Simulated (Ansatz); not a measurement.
A nudged elastic band was laid between two geometries of AsH3 + CH7NSi (14 atoms, charge 0, multiplicity 1).

Method: Ansatz 0.2.0, RHF/def2-SVP.

```
movable images  : 7
climbing image  : yes
spring          : 0.5 eV/Å²
optimiser       : quadratic models (default)
start path      : through a guess of the saddle point
force threshold : 0.05 eV/Å
iteration limit : 60
end points      : relaxed
```

Initial state:

```xyz
14
Properties=species:S:1:pos:R:3
Si -0.070 -1.131 -1.236
C 0.667 -1.954 0.286
H 0.396 -1.878 -2.439
H -1.552 -1.205 -1.228
N 0.352 0.552 -1.244
H -1.708 1.596 1.383
As -0.836 2.820 1.268
H 1.759 -1.888 0.277
H 0.402 -3.013 0.321
H 0.308 -1.478 1.200
H -0.146 1.187 -1.839
H 1.314 0.828 -1.179
H 0.392 2.158 1.840
H -1.279 3.406 2.591
```

Final state:

```xyz
14
Properties=species:S:1:pos:R:3
Si -0.277 0.918 -1.263
C 0.353 -2.767 1.983
H 0.959 0.193 -0.898
H -1.412 -0.028 -1.367
N -0.003 1.675 -2.786
H 0.593 -1.783 2.385
As -0.890 2.462 0.463
H 0.536 -3.526 2.744
H 0.980 -2.966 1.113
H -0.696 -2.794 1.688
H -0.733 2.133 -3.294
H 0.899 2.037 -3.029
H 0.507 2.995 0.679
H -0.816 1.451 1.583
```

Problem. Which bonds break or form, and what moves?

Solution. Bonds broken: Si1–C2, H6–As7. Bonds formed: Si1–As7, C2–H6. AsH3 + CH7NSi becomes AsH6NSi + CH4.

Problem. What energy profile does the band end with?

Solution. The run converged. The highest image is number 4 of 0 to 8, 3.61 eV above the first end and 3.82 eV above the last; the last end lies 0.21 eV below the first. Neighbouring images differ by up to 3.4 eV, so the band resolves the path poorly. The order of the stationary point at the top wasn't checked. The orbitals stay closed-shell, which can raise the energy where a bond breaks towards radicals; this wasn't checked here.

```
image  path coordinate (Å)  energy (eV)  Si1–C2 (Å)  H6–As7 (Å)  Si1–As7 (Å)
    0                 0.00         0.00        1.88        1.51         4.74
    1                 1.38         0.02        1.88        1.51         4.46
    2                 2.77         0.13        1.88        1.50         4.34
    3                 4.16         0.55        1.90        1.49         3.67
    4                 5.54         3.61        2.15        2.14         3.06
    5                 8.01         0.25        3.40        2.82         2.42
    6                10.48        -0.21        4.41        3.81         2.38
    7                12.95        -0.21        4.68        4.38         2.40
    8                15.42        -0.21        4.95        4.89         2.40
```

Problem. What is the geometry of the highest image?

Solution. 
```xyz
14
Properties=species:S:1:pos:R:3:forces:R:3
Si -0.235 -0.471 -0.988 -0.01 -0.02 0.00
C 0.516 -1.154 0.907 0.01 -0.03 0.02
H 0.354 -1.686 -1.615 -0.01 0.01 0.01
H -1.684 -0.658 -0.947 0.00 0.01 0.00
N 0.594 0.765 -1.780 0.02 0.00 -0.04
H -0.119 -0.049 0.722 0.00 0.03 0.00
As -1.145 1.827 0.817 0.01 0.00 0.00
H 1.551 -1.233 0.580 0.00 0.01 -0.01
H -0.002 -2.111 0.853 0.00 0.00 0.00
H 0.512 -0.823 1.947 -0.01 0.00 0.00
H 0.423 1.744 -1.669 -0.01 0.00 0.02
H 1.278 0.544 -2.478 0.00 0.00 0.00
H -0.036 2.168 1.796 0.00 0.00 0.01
H -2.007 1.138 1.856 -0.01 0.00 -0.01
```

Run time: 9.9 min on 2 threads of Arm Neoverse V2, on a shared host, peak memory 0.34 GiB.
